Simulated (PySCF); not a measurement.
# Assignment exercise: C3H8FNSi

Molfile (atoms numbered from 1):
```
C3H8FNSi
     RDKit          3D

 14 14  0  0  0  0  0  0  0  0999 V2000
    2.1499    0.1387    0.6657 N   0  0  0  0  0  0  0  0  0  0  0  0
    0.8681    0.1603   -0.4840 Si  0  0  2  0  0  4  0  0  0  0  0  0
   -0.6598    1.1543    0.0831 C   0  0  0  0  0  0  0  0  0  0  0  0
   -1.5437   -0.1070    0.0158 C   0  0  0  0  0  0  0  0  0  0  0  0
   -0.4555   -1.1838   -0.1078 C   0  0  1  0  0  0  0  0  0  0  0  0
   -0.7332   -2.1117   -1.1025 F   0  0  0  0  0  0  0  0  0  0  0  0
    2.7055    0.9725    0.7739 H   0  0  0  0  0  0  0  0  0  0  0  0
    2.7491   -0.6718    0.6955 H   0  0  0  0  0  0  0  0  0  0  0  0
    1.1990    0.2649   -1.9079 H   0  0  0  0  0  0  0  0  0  0  0  0
   -0.5846    1.5356    1.0989 H   0  0  0  0  0  0  0  0  0  0  0  0
   -1.0177    1.9648   -0.5459 H   0  0  0  0  0  0  0  0  0  0  0  0
   -2.1523   -0.1114   -0.8875 H   0  0  0  0  0  0  0  0  0  0  0  0
   -2.2009   -0.2375    0.8744 H   0  0  0  0  0  0  0  0  0  0  0  0
   -0.3246   -1.7685    0.8061 H   0  0  0  0  0  0  0  0  0  0  0  0
  1  2  1  0
  2  3  1  0
  3  4  1  0
  4  5  1  0
  5  6  1  0
  5  2  1  0
  1  7  1  0
  1  8  1  0
  2  9  1  6
  3 10  1  0
  3 11  1  0
  4 12  1  0
  4 13  1  0
  5 14  1  1
M  END
```

PySCF calculation with GIAO PBE0/pcSseg-1 shieldings and geometry: GFN2-xTB; equivalent nuclei averaged, no solvent model, one conformer, non-relativistic.

Referencing at the same level of theory: ¹³C (σref 186.93) and ¹H (σref 31.72) vs TMS.

Question: Assign these signals to the numbered atoms. ¹³C{¹H} NMR (computed): δ 95.1, 29.8, 8.1.

Answer: 
```tsv
δ (ppm)	atoms	environment	reason
95.1	C5	sp3 CH bonded to F and Si	the inductive effect lowers its shielding
29.8	C4	sp3 CH2 in a ring	saturated and bonded to C and H only
8.1	C3	sp3 CH2 bonded to Si	an electropositive neighbour leaves it electron-rich and shielded
```

Question: Assign these signals to the numbered atoms. ¹H NMR (500 MHz, computed): δ 5.68 (m, 1H), 5.25 (m, 1H), 2.87 (m, 1H), 2.37 (m, 1H), 1.23 (m, 1H), 0.96 (m, 1H), 0.41 (br s, 2H).

Answer: 
```tsv
δ (ppm)	atoms	environment	reason
5.68	H9	hydrogen on a silicon bonded to 2 C, N, in a 4-membered ring	–
5.25	H14	hydrogen on an sp3 CH bonded to F and Si	its carbon carries F, which withdraws density
2.87	H13	hydrogen on an sp3 CH2 in a ring	–
2.37	H12	hydrogen on an sp3 CH2 in a ring	–
1.23	H11	hydrogen on an sp3 CH2 bonded to Si	–
0.96	H10	hydrogen on an sp3 CH2 bonded to Si	–
0.41	H7/H8	hydrogen on a nitrogen bonded to Si	labile proton, position sensitive to the medium
```

The OH or NH signal is concentration- and solvent-dependent in practice; the value given is the gas-phase one. Splittings by ¹⁹F in the carbon and heteronuclear signals aren't shown, as no couplings were computed. Shifts are as computed. Against solution values, carbons near 30 ppm lie about +3 ppm off and those near 130 ppm about +5 ppm. Of 1309 compounds with measured shifts, 239 miss one by over three times the rms of a fit or turn the order of signals round; such compounds aren't used in these exercises. No couplings were computed; multiplicities are counted from neighbouring protons, with m where these are inequivalent, close in shift, in a saturated or five-membered ring or joined by F or P, and br s for small geminal =CH2 splittings.
